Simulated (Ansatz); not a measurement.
# Worked example: C3H10OSn → C3H7O + SnH3

Gas-phase species: C3H10OSn `CC(C)[O][SnH3]`, singlet; C3H7O `CC(C)[O]`, doublet; SnH3 `[SnH3]`, doublet. 

Shapes, held fixed at every level: PBE0-D4/def2-TZVP. Flexible molecules stand in one conformer, not always the lowest. Programs: Ansatz 0.2.0. The zero-point and thermal change to 298 K, harmonic and unscaled (PBE0-D4/def2-TZVP), is -13.9 kJ/mol.

At PBE0-D4/def2-TZVPP; 1 Eh = 2625.50 kJ/mol:

```
 species  energy (Eh)
C3H10OSn  -409.706621
   C3H7O  -193.541277
    SnH3  -216.043252
```

Question: Work out ΔH(298 K) of the reaction at this level.

Answer: 
1. Products less reactants: (-193.541277) + (-216.043252) − [(-409.706621)] = 0.122092 Eh = +320.6 kJ/mol.
2. With the thermal change: +320.6 + (-13.9) = +306.7 kJ/mol.

Other levels give +181.7 (HF/def2-SVP) to +368.7 kJ/mol (MP2/def2-TZVPP). No measured value is set beside it here. Open shells run unrestricted. For atoms past krypton def2 sets carry core potentials with scalar relativity. Outer-core shells of Sn are correlated, in sets that cover them unevenly. The median of the other correlated levels is +351.4 kJ/mol.
